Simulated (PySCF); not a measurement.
Isomers of C6H14N2, mass 114.116 u with the commonest isotopes. Method used: PBE0/pcSseg-1 in PySCF (dipole) on a GFN2-xTB geometry, gas phase. One conformer each, none proved a minimum here; rigid rotors.

Problem. Order these by rotational constant C, largest first.
A. `[CH2:1]=[CH:2][CH2:3][N:4]([CH3:5])[NH:6][CH2:7][CH3:8]` with C1–C2–C3–N4 128°, C2–C3–N4–C5 165°, C3–N4–N6–C7 92°, N4–N6–C7–C8 175°
B. `[CH3:1][CH:2]([CH3:3])[N:4]1[CH2:5][CH2:6][CH2:7][NH:8]1` with C1–C2–N4–C5 -170°, C2–N4–C5–C6 -103°, N4–C5–C6–C7 -12°, C5–C6–C7–N8 -6°, C6–C7–N8–N4 22°
C. `[CH2:1]=[CH:2][N:3]([NH2:4])[C:5]([CH3:6])([CH3:7])[CH3:8]` with C1–C2–N3–N4 -12°, C2–N3–N4–H -45° and 73°

Solution. B (1511 MHz), C (1332 MHz), A (987.3 MHz).

Problem. Order these by out-of-plane moment Σ m c² = (Ia + Ib − Ic)/2, smallest first.
A. `[CH2:1]=[CH:2][N:3]([NH2:4])[C:5]([CH3:6])([CH3:7])[CH3:8]` with C1–C2–N3–N4 -12°, C2–N3–N4–H -45° and 73°
B. `[CH3:1][CH:2]([CH3:3])[N:4]1[CH2:5][CH2:6][CH2:7][NH:8]1` with C1–C2–N4–C5 -170°, C2–N4–C5–C6 -103°, N4–C5–C6–C7 -12°, C5–C6–C7–N8 -6°, C6–C7–N8–N4 22°
C. `[CH2:1]=[CH:2][CH2:3][N:4]([CH3:5])[NH:6][CH2:7][CH3:8]` with C1–C2–C3–N4 128°, C2–C3–N4–C5 165°, C3–N4–N6–C7 92°, N4–N6–C7–C8 175°

Solution. C (22.00 u·Å²), A (56.99 u·Å²), B (67.48 u·Å²).

Problem. Order these by radius of gyration √(Σ m r²/M), largest first.
A. `[CH2:1]=[CH:2][N:3]([NH2:4])[C:5]([CH3:6])([CH3:7])[CH3:8]` with C1–C2–N3–N4 -12°, C2–N3–N4–H -45° and 73°
B. `[CH3:1][CH:2]([CH3:3])[N:4]1[CH2:5][CH2:6][CH2:7][NH:8]1` with C1–C2–N4–C5 -170°, C2–N4–C5–C6 -103°, N4–C5–C6–C7 -12°, C5–C6–C7–N8 -6°, C6–C7–N8–N4 22°
C. `[CH2:1]=[CH:2][CH2:3][N:4]([CH3:5])[NH:6][CH2:7][CH3:8]` with C1–C2–C3–N4 128°, C2–C3–N4–C5 165°, C3–N4–N6–C7 92°, N4–N6–C7–C8 175°

Solution. C (2.163 Å), A (1.956 Å), B (1.877 Å).

```tsv
SMILES	point group	Ia (u·Å²)	Ib (u·Å²)	Ic (u·Å²)	κ	μa (D)	μb (D)	μc (D)
C=CN(N)C(C)(C)C	C1	166.52	326.97	379.52	-0.75	0.41	0.06	0.26
CC(C)N1CCCN1	C1	147.78	321.55	334.37	-0.94	1.36	0.69	0.09
C=CCN(C)NCC	C1	240.89	314.99	511.88	0.11	0.71	0.40	0.58
```
